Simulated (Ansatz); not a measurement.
Cartesian coordinates (Å):
```xyz
13

N     -3.2126     1.5838    -1.3717
C     -2.6030     0.7630    -0.8460
C     -1.8099    -0.2644    -0.1740
C     -0.3708     0.1556     0.0082
C      0.6753    -0.5475    -0.4168
Si     2.4445    -0.0204    -0.1590
H     -2.2710    -0.4562     0.8007
H     -1.8699    -1.1904    -0.7489
H     -0.2298     1.0963     0.5327
H      0.4817    -1.4784    -0.9475
H      3.1780    -1.0467     0.6202
H      2.4584     1.2656     0.5753
H      3.1291     0.1396    -1.4638
```
Charge 0, spin multiplicity 1.

Level of theory: Ansatz (a first-principles code) with frozen-core CCSD(T)/cc-pVTZ // B3LYP-D3(BJ)/def2-TZVP.

```yaml
HF energy: -498.98573 Ha
MP2 correlation energy: -0.94995 Ha
```

Task: Estimate the CCSD correlation energy, the (T) correction, the total energy and the T1 diagnostic.

Result: 
```
Item                             Value
-----------------------  -------------
CCSD correlation energy    -0.99494 Ha
(T) correction             -0.04707 Ha
CCSD(T) total energy     -500.02775 Ha
T1 diagnostic                    0.012
```
